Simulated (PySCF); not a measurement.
Pd, singlet (core potentials on Pd); DF-BLYP/def2-TZVPD in PySCF.

Input for PySCF:
```python
from pyscf import gto, scf, dft
import numpy

mol = gto.Mole()
mol.atom = '''
    Pd    0.00000000    0.00000000    0.00000000
'''
mol.basis = 'def2-tzvpd'
mol.ecp = {'Pd': 'def2-tzvpd'}
mol.verbose = 4
mol.build()
print('smallest overlap eigenvalue', numpy.linalg.eigvalsh(mol.intor('int1e_ovlp'))[0])

mf = dft.RKS(mol)
mf.xc = 'blyp'
mf = mf.density_fit(auxbasis='def2-universal-jkfit')
mf = scf.addons.remove_linear_dep_(mf, threshold=1e-2, lindep=1e-2)
mf.kernel()
```

It wrote (shortened):

```
PySCF version 2.14.0

[INPUT] verbose = 4
[INPUT] num. atoms = 1
[INPUT] num. electrons = 18
[INPUT] charge = 0
[INPUT] spin (= nelec alpha-beta = 2S) = 0
[INPUT] symmetry False subgroup None
[INPUT] Mole.unit = angstrom
[INPUT] Symbol           X                Y                Z      unit          X                Y                Z       unit  Magmom
[INPUT]  1 Pd     0.000000000000   0.000000000000   0.000000000000 AA    0.000000000000   0.000000000000   0.000000000000 Bohr   0.0

nuclear repulsion = 0
number of shells = 14
number of NR pGTOs = 65
number of NR cGTOs = 40
basis = def2-tzvpd
ecp = {'Pd': 'def2-tzvpd'}
input.py:17: DeprecationWarning: remove_linear_dep_ is deprecated and will be removed in a future release. Linear dependency handling is now built into the SCF procedure by default. Linear dependency removal can be controlled using the following settings:
  pyscf.scf.hf.remove_overlap_zero_eigenvalue = True
  pyscf.scf.hf.overlap_zero_eigenvalue_threshold = 1e-6

  mf = scf.addons.remove_linear_dep_(mf, threshold=1e-2, lindep=1e-2)
smallest overlap eigenvalue 0.021713199938450476
Applying remove_linear_dep_ on SCF object.
Using canonical orthogonalization with threshold 0.01

******** <class 'pyscf.df.df_jk.DFRKS'> ********
method = DFRKS
initial guess = minao
damping factor = 0
level_shift factor = 0
DIIS = <class 'pyscf.scf.diis.CDIIS'>
diis_start_cycle = 1
diis_space = 8
diis_damp = 0
SCF conv_tol = 1e-09
SCF conv_tol_grad = None
SCF max_cycles = 50
direct_scf = False
XC library pyscf.dft.libxc version 7.1.2
    S. Lehtola, C. Steigemann, M. J. T. Oliveira, and M. A. L. Marques,  SoftwareX 7, 1–5 (2018)
XC functionals = blyp
    A. D. Becke,  Phys. Rev. A 38, 3098 (1988)
    C. Lee, W. Yang, and R. G. Parr,  Phys. Rev. B 37, 785 (1988)
    B. Miehlich, A. Savin, H. Stoll, and H. Preuss,  Chem. Phys. Lett. 157, 200 (1989)
radial grids:
    Treutler-Ahlrichs [JCP 102, 346 (1995); DOI:10.1063/1.469408] (M4) radial grids

becke partition: Becke, JCP 88, 2547 (1988); DOI:10.1063/1.454033
pruning grids: <function nwchem_prune>
grids dens level: 3
symmetrized grids: False
atomic radii adjust function: <function treutler_atomic_radii_adjust>
small_rho_cutoff = 0
Set gradient conv threshold to 3.16228e-05
Initial guess from minao.
tot grids = 22176
init E= -118.664216611179
  HOMO = -1.05669068174482  LUMO = -0.607045321740511  gap/eV = 12.23547
cycle= 1 E= -126.387997231728  delta_E= -7.72  |g|= 3.03  |ddm|= 4.14
  HOMO = 0.234242247686063  LUMO = 0.274411083755165  gap/eV = 1.09305
cycle= 2 E= -111.042186719603  delta_E= 15.3  |g|= 5.55  |ddm|= 19.2
  HOMO = -0.790554176401437  LUMO = -0.485175659619034  gap/eV = 8.30977
cycle= 3 E= -127.343644127035  delta_E= -16.3  |g|= 1.59  |ddm|= 19.1

WARN: HOMO 0.0530755565546495 == LUMO 0.053075556554652

cycle= 4 E= -117.479573824608  delta_E= 9.86  |g|= 4.16  |ddm|= 4.51

WARN: HOMO -0.026987687434324 == LUMO -0.0268680847900482

cycle= 5 E= -127.033209644027  delta_E= -9.55  |g|= 1.82  |ddm|= 3.77
  HOMO = -0.0748430548770267  LUMO = -0.0690852061500724  gap/eV = 0.15668
cycle= 6 E= -127.308526173375  delta_E= -0.275  |g|= 1.37  |ddm|= 1.62

WARN: HOMO -0.108739924057999 == LUMO -0.108618911772766

cycle= 7 E= -127.392372419372  delta_E= -0.0838  |g|= 1.18  |ddm|= 1.61
  HOMO = -0.196327712132823  LUMO = -0.147363803403436  gap/eV = 1.33238
cycle= 8 E= -127.807124335264  delta_E= -0.415  |g|= 0.437  |ddm|= 2.11
  HOMO = -0.203344835661479  LUMO = -0.1483543941995  gap/eV = 1.49637
cycle= 9 E= -127.806402486737  delta_E= 0.000722  |g|= 0.445  |ddm|= 0.122
  HOMO = -0.130588121752308  LUMO = -0.119840156375462  gap/eV = 0.29247
cycle= 10 E= -127.840327735745  delta_E= -0.0339  |g|= 0.0261  |ddm|= 0.239
  HOMO = -0.130940996276383  LUMO = -0.119570764386113  gap/eV = 0.30940
cycle= 11 E= -127.840225902517  delta_E= 0.000102  |g|= 0.0132  |ddm|= 0.154
  HOMO = -0.133582940088013  LUMO = -0.120340983230023  gap/eV = 0.36033
cycle= 12 E= -127.840391005005  delta_E= -0.000165  |g|= 0.00836  |ddm|= 0.165
  HOMO = -0.132643848708777  LUMO = -0.119916652901977  gap/eV = 0.34632
cycle= 13 E= -127.840447327507  delta_E= -5.63e-05  |g|= 0.000899  |ddm|= 0.055
  HOMO = -0.13268662110562  LUMO = -0.119915020400313  gap/eV = 0.34753
cycle= 14 E= -127.840447769917  delta_E= -4.42e-07  |g|= 0.000817  |ddm|= 0.0074
  HOMO = -0.132529311084139  LUMO = -0.119844825589339  gap/eV = 0.34516
cycle= 15 E= -127.840447928641  delta_E= -1.59e-07  |g|= 0.000326  |ddm|= 0.00238
  HOMO = -0.132590759042791  LUMO = -0.119866100019872  gap/eV = 0.34626
cycle= 16 E= -127.840447951348  delta_E= -2.27e-08  |g|= 7.84e-06  |ddm|= 0.000541
  HOMO = -0.132592234335694  LUMO = -0.11986663785425  gap/eV = 0.34628
cycle= 17 E= -127.84044795137  delta_E= -2.19e-11  |g|= 9.25e-07  |ddm|= 2.77e-05
  HOMO = -0.132591858106667  LUMO = -0.119866523686791  gap/eV = 0.34627
Extra cycle  E= -127.840447951369  delta_E= 9.66e-13  |g|= 2.11e-06  |ddm|= 9.03e-06
converged SCF energy = -127.840447951369
```
